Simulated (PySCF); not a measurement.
Relaxation of quintet CoO₂(OH)

All numbers come from PySCF, UPBE0, basis Co def2-TZVP, O def2-TZVP, H def2-TZVP (no relativity, density fitting). A (50,194) grid was used.

A hand-made T-shaped (ligand arrangement 1) (heavy-atom frame) start, with no symmetry imposed:

```xyz
5
charge 0 multiplicity 5, angstrom
Co    0.0427   -0.0069   -0.2552
O     0.0427   -0.0069    1.3448
O     1.6417   -0.0069   -0.1994
O    -1.6962   -0.0069   -0.1945
H    -2.3129    0.7285   -0.1729
```

Q: What forces act on the atoms at the start (eV/Å)?

A: 
```tsv
atom	Fx	Fy	Fz
Co1	-1.01	0.09	-0.11
O2	0.26	0.07	2.19
O3	1.54	-0.02	-0.91
O4	-1.02	-0.19	-1.29
H5	0.23	0.05	0.13
```

Q: What does it relax to?

A: It ends at Cs with Co–O 1.633 Å, Co–O 1.663 Å, Co–O 1.720 Å, O–H 0.957 Å; Co–O–H 134.4°, O–Co–O 92.0°, O–Co–O 113.2°, O–Co–O 154.8° (after a last refinement on a finer grid). A frequency run shows a minimum. Other isomers or separated fragments may lie lower.

Q: How much energy is released, and in how many steps?

A: 64.8 kJ/mol in 30 steps.

Open d and f shells are described by one determinant, and the ground state may have another occupation or spin. At this level a triplet minimum of Cs symmetry lies 9 kJ/mol below this structure.
